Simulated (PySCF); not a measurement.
Precursor series Mo F-NH2. Gas-phase values, no solvent. One relaxed conformer stands for each flexible species; it need not be the lowest.

All values below come from PBE-D3(BJ)/def2-TZVP // BP86-D3(BJ)/def2-SVP in PySCF. 

| species | HOMO (eV) | coordination number | HOMO–LUMO gap (eV) | charge on the central atom (Mulliken) (e) |
|---|---|---|---|---|
| 0 of 6 F replaced by NH2 ([Mo(F)6]) | -10.68 | 6 | 4.33 | ? |
| 1 of 6 F replaced by NH2 | -7.99 | 6 | 2.29 | 1.64 |
| 2 of 6 F replaced by NH2 ([Mo(F)4(NH2)2]) | -7.38 | 6 | ? | 1.57 |
| 3 of 6 F replaced by NH2 ([Mo(F)3(NH2)3]) | -6.60 | ? | 2.85 | 1.51 |
| 4 of 6 F replaced by NH2 ([Mo(F)2(NH2)4]) | -5.63 | 6 | 2.20 | 1.49 |
| 5 of 6 F replaced by NH2 ([Mo(F)(NH2)5]) | ? | ? | ? | 1.53 |

Problem. What belongs in the gaps?

Solution. 
- 0 of 6 F replaced by NH2 ([Mo(F)6]), charge on the central atom (Mulliken) (e): 1.81
- 2 of 6 F replaced by NH2 ([Mo(F)4(NH2)2]), HOMO–LUMO gap (eV): 2.54
- 3 of 6 F replaced by NH2 ([Mo(F)3(NH2)3]), coordination number: 6
- 5 of 6 F replaced by NH2 ([Mo(F)(NH2)5]), HOMO (eV): -5.21
- 5 of 6 F replaced by NH2 ([Mo(F)(NH2)5]), coordination number: 6
- 5 of 6 F replaced by NH2 ([Mo(F)(NH2)5]), HOMO–LUMO gap (eV): 2.25
